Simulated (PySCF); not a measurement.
Correlation energy of Ar³⁺ (argon, charge +3)

[Ne] 3s2 3p3, high-spin 4S determinant. Computed with PySCF 2.14 in cc-pVTZ-DK (5s4p2d1f, 34 functions), with scalar relativity by spin-free X2C-1e. Frozen: [Ne]; 5 electrons correlated.

MP2 pair energies summed by pair of shells (mhartree):

| pair | energy | share (%) |
| --- | --- | --- |
| 3s-3p | -67.29 | 66.8 |
| 3p-3p | -23.40 | 23.2 |
| 3s-3s | -10.05 | 10.0 |

Total MP2 correlation energy: -100.74 mhartree.

Same-spin part -26.62 and opposite-spin part -74.12 mhartree; SCS-MP2 scales them by 1/3 and 6/5 to -97.82 mhartree.

```json
{"level": "CCSD", "correlation energy (mhartree)": "-121.75"}
{"level": "(T)", "correlation energy (mhartree)": "-2.94"}
{"level": "CCSD(T)", "correlation energy (mhartree)": "-124.69"}
```

Diagnostics: T1 = 0.0024, D1 = 0.0065, largest double amplitude 0.059.

Is a single reference adequate?

Yes: T1 lies below 0.03 and no double amplitude reaches 0.07.
